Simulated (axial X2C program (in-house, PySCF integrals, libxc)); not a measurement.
## ZrF⁺: a run with one poor setting

Computed with an axial X2C code built on PySCF integrals. Spin-free means the one-electron spin-free X2C Hamiltonian. Basis: Zr dyall-v3z [11s12p9d4f2g], F dyall-v3z [6s5p2d1f] (cores contracted in-house); Gaussian nuclei, density fitting, unrestricted open shells. Masses: Zr 89.905 u, F 18.998 u.

One setting of this run was spoiled on purpose, so its numbers are not properties of ZrF⁺. Level: MP2, spin-free; state M_S = 1, Λ = 2 (beyond evenly filled blocks: σα, δ+α).

| R (Å) | E − E(lowest point) (eV) |
| --- | --- |
| 1.584 | 1.3683 |
| 1.657 | 0.5584 |
| 1.712 | 0.2131 |
| 1.766 | 0.0394 |
| 1.821 | 0.0000 |
| 1.885 | 0.0824 |
| 1.948 | 0.2674 |
| 2.030 | 0.6087 |
| 2.131 | 1.1229 |
| 2.276 | 1.9369 |

Fit: Re 1.812 Å, ωe 788.6 cm⁻¹, residual 0.41 microhartree, De 6.05 eV.

18 electrons were correlated into 170 virtual spinors.

Problem. Which setting was spoiled?
A. density fitting set too sparse
B. an excited determinant was followed
C. virtual space cut too low
D. integration grid too coarse
E. too few iterations allowed

Solution. C. Virtual space cut too low: only virtuals below 3 hartree against the usual 25.
